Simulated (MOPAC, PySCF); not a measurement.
CH$_{5}$BSi, SMILES `B=[SiH]C`, neutral singlet in the gas phase. 

Cartesian coordinates (Å):
SMILES: B=[SiH]C
```xyz
8

B      2.0294    -0.2861    -0.0613
Si     0.4394     0.5892     0.0544
C     -1.2399    -0.2480    -0.0070
H      3.0595    -0.8453    -0.1371
H      0.4562     2.0563     0.2109
H     -1.7982    -0.0672     0.9128
H     -1.1170    -1.3245    -0.1272
H     -1.8295     0.1256    -0.8454
```
Charge 0, multiplicity 1.

All levels are single points at this geometry (B3LYP-D3(BJ)/def2-TZVP); Pople sets use spherical d functions. Orbital energies aren't observables, and empty levels follow the basis.

```json
[
 {"level": "B3LYP-D3(BJ)/def2-TZVP in PySCF", "HOMO (eV)": "-5.29", "LUMO (eV)": "-2.76", "gap (eV)": "2.53", "dipole (D)": "1.16", "vertical IE, Delta-SCF (eV)": "–"},
 {"level": "B3LYP/3-21G in PySCF", "HOMO (eV)": "-5.22", "LUMO (eV)": "-2.51", "gap (eV)": "2.71", "dipole (D)": "0.97", "vertical IE, Delta-SCF (eV)": "–"},
 {"level": "B3LYP/6-311+G** in PySCF", "HOMO (eV)": "-5.32", "LUMO (eV)": "-2.78", "gap (eV)": "2.54", "dipole (D)": "1.10", "vertical IE, Delta-SCF (eV)": "–"},
 {"level": "B3LYP/6-31G* in PySCF", "HOMO (eV)": "-5.08", "LUMO (eV)": "-2.47", "gap (eV)": "2.61", "dipole (D)": "0.96", "vertical IE, Delta-SCF (eV)": "7.45"},
 {"level": "B3LYP/LANL2DZ in PySCF", "HOMO (eV)": "-5.35", "LUMO (eV)": "-2.63", "gap (eV)": "2.72", "dipole (D)": "0.97", "vertical IE, Delta-SCF (eV)": "–"},
 {"level": "BP86/6-31G* in PySCF", "HOMO (eV)": "-4.49", "LUMO (eV)": "-3.41", "gap (eV)": "1.08", "dipole (D)": "1.05", "vertical IE, Delta-SCF (eV)": "–"},
 {"level": "SVWN5/6-31G* in PySCF", "HOMO (eV)": "-4.47", "LUMO (eV)": "-3.58", "gap (eV)": "0.89", "dipole (D)": "1.08", "vertical IE, Delta-SCF (eV)": "7.64"},
 {"level": "HF/3-21G in PySCF", "HOMO (eV)": "-7.23", "LUMO (eV)": "1.36", "gap (eV)": "8.59", "dipole (D)": "0.86", "vertical IE, Delta-SCF (eV)": "–"},
 {"level": "HF/6-31G* in PySCF", "HOMO (eV)": "-7.12", "LUMO (eV)": "1.52", "gap (eV)": "8.64", "dipole (D)": "0.86", "vertical IE, Delta-SCF (eV)": "6.28"},
 {"level": "AM1 in MOPAC", "HOMO (eV)": "-7.81", "LUMO (eV)": "-0.01", "gap (eV)": "7.81", "dipole (D)": "3.14", "vertical IE, Delta-SCF (eV)": "–"},
 {"level": "PM3 in MOPAC", "HOMO (eV)": "-7.94", "LUMO (eV)": "0.06", "gap (eV)": "8.00", "dipole (D)": "0.38", "vertical IE, Delta-SCF (eV)": "–"},
 {"level": "PM6 in MOPAC", "HOMO (eV)": "-6.73", "LUMO (eV)": "-1.25", "gap (eV)": "5.48", "dipole (D)": "0.61", "vertical IE, Delta-SCF (eV)": "–"},
 {"level": "PM7 in MOPAC", "HOMO (eV)": "-8.00", "LUMO (eV)": "-0.96", "gap (eV)": "7.03", "dipole (D)": "2.10", "vertical IE, Delta-SCF (eV)": "–"}
]
```
